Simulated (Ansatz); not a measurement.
## Pulling the pair apart

The pair of Cl⁻ (SMILES [Cl-], atom 1) and SiNH₅ (SMILES [SiH3]N, atoms 2–8), both closed shells, in one local arrangement (a lower one may exist), relaxed at PBE0-D4/def2-TZVPD:

```xyz
8
angstrom
Cl 0.0714 -0.8386 -3.1702
Si 0.3979 0.0597 0.9195
N -0.8346 0.0433 -0.2527
H 0.9204 -1.3167 1.1477
H 1.6029 0.9241 0.6804
H -0.1720 0.5512 2.2170
H -1.4044 0.8717 -0.3382
H -0.5816 -0.2947 -1.2035
```

SiNH₅ is shifted rigidly along the line between the mean atom positions of the two fragments (negative: closer). Counterpoise interaction energies in kcal/mol. Computed with Ansatz 0.2.0 (basis: def2-TZVPPD); correlated methods freeze the cores. B3LYP uses VWN-RPA correlation.

```tsv
shift (Å)	PBE0-D4	B3LYP-D4	PBE-D4
-0.21	-14.71	-14.00	-15.42
-0.11	-15.57	-15.06	-16.24
0.00	-15.80	-15.43	-16.42
0.11	-15.60	-15.35	-16.19
0.26	-14.89	-14.76	-15.45
0.54	-13.00	-12.99	-13.51
1.07	-9.43	-9.49	-9.83
2.14	-5.15	-5.30	-5.38
```

Q: What does CCSD(T) give at these shifts? (To be estimated.)

A: By the calculation: -12.28, -13.48, -13.97, -13.99, -13.52, -11.94, -8.71, -4.71 kcal/mol. For zero shift, CCSD(T) at an estimated basis limit (MP2 extrapolated from triple and quadruple zeta, plus CCSD(T) − MP2 in triple zeta) gives -14.78 kcal/mol. These are counterpoise interaction energies, counted from the two frozen fragments.

No T1 diagnostic of these runs exceeds 0.011.

For scale, one of the runs: CCSD(T)/def2-TZVPPD, 221 basis functions, launched by `ansatz run in.yaml --threads 4 --pin off --events-out ev --progress --plain --max-ram 9574MiB`. The run took 54 s on 4 CPU threads of an Arm Neoverse V1 (shared host), with 3.2 GiB of host memory at its peak.
